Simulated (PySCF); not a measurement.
CH₄BeSe, SMILES [CH3][Be][SeH].

Coordinates come from a B3LYP-D3(BJ)/def2-TZVP optimisation. The values are those of a single conformer.

Method: TDDFT-ωB97X/def2-SVPD in PySCF.

Vertical excitations. Gas-phase values at a fixed geometry.

Problem. Give excitation energies, oscillator strengths and character. (An estimate is asked for; the answer gives what the named calculation found.)

Solution. 
```tsv
state	energy (eV)	λ (nm)	f	main pairs
S1	5.29	234	0.004	HOMO→LUMO 81 %
S2	5.99	207	0.053	HOMO→LUMO+1 70 %, HOMO→LUMO+3 13 %
S3	6.54	189	0.077	HOMO→LUMO+2 49 %, HOMO−1→LUMO 23 %, HOMO→LUMO+5 15 %
S4	6.78	183	0.058	HOMO→LUMO+6 25 %, HOMO→LUMO+8 23 %, HOMO→LUMO+4 22 %, HOMO→LUMO 9 %
S5	6.79	183	0.048	HOMO−1→LUMO 57 %, HOMO→LUMO+2 22 %
S6	7.35	169	0.002	HOMO−1→LUMO+2 68 %, HOMO−1→LUMO+5 22 %
S7	7.46	166	0.098	HOMO−1→LUMO+1 48 %, HOMO−2→LUMO 23 %, HOMO−1→LUMO+3 9 %
S8	7.80	159	0.000	HOMO→LUMO+3 44 %, HOMO→LUMO+6 38 %
S9	7.95	156	0.004	HOMO→LUMO+4 48 %, HOMO→LUMO+7 16 %, HOMO→LUMO+3 14 %, HOMO→LUMO+1 10 %
S10	8.05	154	0.282	HOMO−2→LUMO 40 %, HOMO−1→LUMO+1 20 %, HOMO→LUMO+5 16 %
T1	5.00	248	0	HOMO→LUMO 70 %, HOMO→LUMO+4 11 %
T2	5.86	212	0	HOMO→LUMO+1 62 %, HOMO→LUMO+3 11 %
T3	5.88	211	0	HOMO→LUMO+2 68 %, HOMO→LUMO+5 20 %
T4	6.30	197	0	HOMO−1→LUMO 74 %
```
Triplets are in the Tamm–Dancoff approximation, which puts them higher than full response would, so one can lie above its singlet here.
